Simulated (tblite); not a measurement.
C6H11FN2Si.
Cartesian coordinates in Å at the GFN2-xTB level; atoms count from 1:
```xyz
21
C6H11FN2Si angstrom
N     -1.960   -0.980   -2.832
C     -2.022   -0.366   -1.871
C     -2.107    0.382   -0.642
C     -1.108   -0.149    0.384
C     -1.043    0.574    1.741
C      0.491    0.550    1.664
C      0.384    0.181    0.165
N      1.208   -0.866   -0.356
Si     2.688   -0.635   -1.187
F      2.450    0.681   -2.078
H     -3.126    0.292   -0.254
H     -1.908    1.436   -0.857
H     -1.250   -1.226    0.508
H     -1.494    0.054    2.583
H     -1.445    1.584    1.691
H      0.928   -0.258    2.247
H      1.007    1.478    1.897
H      0.517    1.055   -0.474
H      1.056   -1.744    0.117
H      2.887   -1.763   -2.076
H      3.840   -0.263   -0.370
```

All values are computed: GFN2-xTB (tblite) harmonic vibrations without scaling, gas phase. Against measured fundamentals such values can be off by several per cent, at times by over 20. Modes of hydrogen on silicon can be 10 to 20 % off. One conformer, not necessarily the lowest.

Harmonic wavenumbers (cm⁻¹): 25.3, 38.5, 53.2, 79.5, 116.2, 144.9, 244.7, 250.3, 349.0, 382.7, 392.4, 438.3, 488.4, 504.6, 542.5, 558.0, 661.5, 733.3, 786.7, 798.7, 829.9, 841.3, 885.2, 928.5, 971.8, 1001.3, 1027.6, 1041.7, 1068.8, 1094.9, 1118.0, 1138.0, 1180.0, 1197.8, 1225.4, 1228.3, 1237.7, 1240.5, 1265.6, 1290.4, 1337.8, 1398.1, 1426.1, 1471.7, 1486.9, 2263.2, 2367.6, 2415.5, 2945.4, 2954.4, 2965.0, 2981.1, 3001.2, 3016.5, 3017.4, 3022.7, 3458.3.

A = 1329, B = 810.9, C = 566.2 MHz; mass 158.068 u (most abundant isotopes); point group C1, symmetry number 1.

Question: What is the zero-point energy?

Answer: ½Σν̃ = 35465 cm⁻¹ = 424.26 kJ/mol.

Question: What is S at 500 K and 1 bar for an ideal gas of classical rigid rotors and harmonic oscillators?

Answer: Translation 182.75, rotation 134.66, vibration 261.19: S = 578.6 J/(mol K).

Question: And Cp and H(500 K) − H(0)?

Answer: Cp = 271.85 J/(mol K), of which vibrations give 238.59 (their classical limit is 57 R = 473.9); H(500 K) − H(0) = 79.49 kJ/mol without the zero-point energy, 62.86 from vibrations.

Question: Blend soft modes into free rotors: weight 1/[1 + (100 cm⁻¹/ν̃)⁴] for the oscillator and the rest for a rotor with moment μB/(μ + B), μ = h/(8π²ν), B = 10⁻⁴⁴ kg m². What vibrational entropy results?

Answer: 229.92 J/(mol K) in place of 261.19, which changes −T·S at 500 K by +15.64 kJ/mol.

Question: Which modes carry the vibrational entropy at 500 K?

Answer: 25.3 cm⁻¹: 30.10; 38.5 cm⁻¹: 26.61; 53.2 cm⁻¹: 23.93; 79.5 cm⁻¹: 20.60; 116.2 cm⁻¹: 17.46; 144.9 cm⁻¹: 15.65 J/(mol K); the other 51 give 126.85 together.

Question: How do the functions run with temperature in this model?

Answer: 
```json
{"T (K)": "150", "S (J/(mol K))": "364.2", "Cp (J/(mol K))": "110.7", "H − H(0) (kJ/mol)": "11.45", "G − H(0) (kJ/mol)": "-43.19", "ln q(vib)": "5.27"}
{"T (K)": "250", "S (J/(mol K))": "431.7", "Cp (J/(mol K))": "158.6", "H − H(0) (kJ/mol)": "24.87", "G − H(0) (kJ/mol)": "-83.07", "ln q(vib)": "8.56"}
{"T (K)": "298.15", "S (J/(mol K))": "461.8", "Cp (J/(mol K))": "182.9", "H − H(0) (kJ/mol)": "33.09", "G − H(0) (kJ/mol)": "-104.58", "ln q(vib)": "10.08"}
{"T (K)": "400", "S (J/(mol K))": "522.5", "Cp (J/(mol K))": "231.6", "H − H(0) (kJ/mol)": "54.25", "G − H(0) (kJ/mol)": "-154.73", "ln q(vib)": "13.24"}
{"T (K)": "600", "S (J/(mol K))": "631.2", "Cp (J/(mol K))": "304.6", "H − H(0) (kJ/mol)": "108.36", "G − H(0) (kJ/mol)": "-270.34", "ln q(vib)": "19.28"}
{"T (K)": "900", "S (J/(mol K))": "768.7", "Cp (J/(mol K))": "372.4", "H − H(0) (kJ/mol)": "210.82", "G − H(0) (kJ/mol)": "-481.02", "ln q(vib)": "27.75"}
```

q(vib) and H(0) count from the zero-point level.

Hindered rotation and anharmonicity are outside this model. Other conformers, if any are populated, would add a mixing term that is left out. The structure is chiral; the term R ln 2 for an equal mix with its mirror image is left out.

Time: 1.7 s. Hardware: Arm Neoverse N1, one thread, no GPU, shared host with 64 logical CPUs at a one-minute load of 62. The figure is for the frequency step alone.
